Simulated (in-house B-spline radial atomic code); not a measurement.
## PBE hybrid excitations of Tl IV (Tl3+)

Method: PBE hybrid with 0.2 exact exchange. Computed with a B-spline radial code for spherical atoms: linear response of the closed shell [Xe] 4f14 5d10 with the functional's adiabatic kernel; scalar-relativistic (spin-free one-electron X2C), finite nucleus, no spin-orbit coupling, no double excitations, S, P, D and F terms only; shells from n = 3 respond. Only terms of natural parity with L up to 3 were computed.

Spin-orbit coupling is strong here, so these LS terms don't match observed levels.

Command:
```bash
python run_td.py task.json out
```
Settings (radii: box in bohr, nucleus in fm):
```
Z                        81
electrons                78
configuration            [Xe] 4f14 5d10
hamiltonian              x2c
method                   pbeh
box_radius               23.08
exact_exchange_fraction  0.2
rms_radius               5.4759
intervals                71
```

Cost of the run: 13 s on 1 thread of Arm Neoverse N1, on a shared host.

The lowest states, in the order of their Tamm-Dancoff energies; the method's threshold (minus the highest occupied level) is 45.96 eV. Labels give the largest channel, * marks a mixed state, and oscillator strengths are full-response dipole values. Semilocal kernels can invert the small singlet-triplet splittings of Rydberg terms. Energies in eV:

```csv
state,full response,Tamm-Dancoff,oscillator strength
5d → 6s 3D,9.263,9.301,-
5d → 6s 1D,10.308,10.348,-
5d → 6p 3P,19.546,19.582,-
5d → 6p 3F,?,?,-
5d → 6p 1F,20.227,20.229,-
5d → 6p 1P,?,?,?
5d → 6d 3S,30.54,30.55,-
5d → 7s 3D,30.75,30.75,-
5d → 7s 1D,30.92,30.93,-
5d → 6d 3D,31.08,31.09,-
```

Task: Where does 5d → 6p 3F lie?

Result: At 19.799 eV in full response, 19.822 eV in Tamm-Dancoff.

Task: Where does 5d → 6p 1P lie?

Result: At 21.143 eV in full response, 21.243 eV in Tamm-Dancoff, oscillator strength 0.988.

Task: How large is the singlet-triplet splitting of 5d → 6s (D terms) in Tamm-Dancoff?

Result: 1.05 eV, from the unrounded values.

Task: What polarisabilities and dispersion coefficient does the method give?

Result: Dipole 5.284 bohr³, quadrupole 20.34 bohr⁵, C6 31.06 hartree·bohr⁶ for two such species.
